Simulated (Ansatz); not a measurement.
```yaml
crystal:
  periodic: [false, false, false]
  atoms:
    - {symbol: O, position_ang: [-0.217832, 1.683286, -0.904251]}
    - {symbol: Si, position_ang: [-0.351696, 0.343378, -1.885449]}
    - {symbol: N, position_ang: [-0.080737, -0.814417, -0.648800]}
    - {symbol: Si, position_ang: [0.223640, -0.538262, 1.050481]}
    - {symbol: H, position_ang: [-0.328505, 2.531528, -1.336841]}
    - {symbol: H, position_ang: [-0.909008, 0.162356, 1.703691]}
    - {symbol: H, position_ang: [-0.099326, -1.781850, -0.939623]}
    - {symbol: H, position_ang: [0.386883, -1.877209, 1.678571]}
    - {symbol: H, position_ang: [1.465180, 0.244789, 1.265121]}
basis:
  gaussian: {orbitals: cc-pVTZ}
hamiltonian: {xc: {name: PBE1PBE}}
accuracy: high
output: {forces: true}
```

```sh
$ ansatz run in.yaml --threads 2 --pin off --events-out ev --progress --plain --max-ram 4352MiB
```

Shortened log:

```
Error: YAML parse error: error: line 15 column 19: hamiltonian.xc: no functional is named "PBE1PBE"; the names, which are not case-sensitive, are SVWN5, SPW92, PBE, PBE0, PBEsol, revPBE, revPBE0, RPBE, rPW86-PBE, HSE06, wPBEh, LC-wPBE, HISS, HF, BLYP, B3LYP, B3LYP5, BHLYP, CAM-B3LYP, r2SCAN, r2SCANh, r2SCAN0, r2SCAN50, m-r2SCAN, B97, wB97, wB97X, wB97X-V, B97M-V, wB97M-V, B2PLYP, B2GP-PLYP, PBE0-DH, PBE-QIDH
13 | basis:
14 |   gaussian: {orbitals: cc-pVTZ}
15 | hamiltonian: {xc: {name: PBE1PBE}}
16 | accuracy: high
17 | output: {forces: true}
```

Something in this input is off. What?

The method's name isn't one that the program takes here. The input was rejected before any iteration.

HSE06 is defined as in plane-wave codes.
